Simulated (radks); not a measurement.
Task: The molybdenum ion Mo3+, configuration [Kr] 4d3 (the NIST ground configuration). Calculated with a radial shooting solver on a logarithmic mesh with Libxc functionals: scalar-relativistic Kohn-Sham, B86b exchange with PBE correlation, spin-polarised, spherical densities, finite nucleus; open shells are filled with parallel spins first (spin-orbit coupling, left out, can overturn this in heavy ions); Fermi nuclear charge, rms radius 4.4091 fm. Some entries of the table are withheld. Estimate them.

| orbital | occ. | eigenvalue (eV) | r(max) (bohr) |
|---|---|---|---|
| 1s down | 1 | -19857.49 | 0.02287 |
| 1s up | 1 | -19857.48 | 0.02287 |
| 2s up | 1 | -2832.962 | 0.1296 |
| 2s down | 1 | -2832.568 | 0.1296 |
| 2p up | 3 | -2536.034 | 0.1036 |
| 2p down | 3 | -2535.743 | 0.1036 |
| 3s up | 1 | -509.3685 | 0.3835 |
| 3s down | 1 | -509.1687 | 0.3836 |
| 3p up | 3 | -412.0759 | 0.3771 |
| 3p down | 3 | -411.8497 | 0.3771 |
| 3d up | 5 | -253.8588 | 0.3225 |
| 3d down | 5 | -253.4993 | 0.3226 |
| 4s up | 1 | -97.2106 | 0.9884 |
| 4s down | 1 | -95.0394 | 0.9838 |
| 4p up | 3 | -71.0218 | (1) |
| 4p down | 3 | -68.6330 | (2) |
| 4d up | 3 | -33.9683 | 1.312 |
| 4d down | 0 | -31.3985 | 1.303 |
| 5s up | 0 | -27.3029 | 2.452 |
| 5s down | 0 | -25.4361 | 2.471 |
| 5p up | 0 | (3) | 2.839 |

Result: 
(1) 4p up r(max) (bohr): 1.068
(2) 4p down r(max) (bohr): 1.061
(3) 5p up eigenvalue (eV): -21.1229
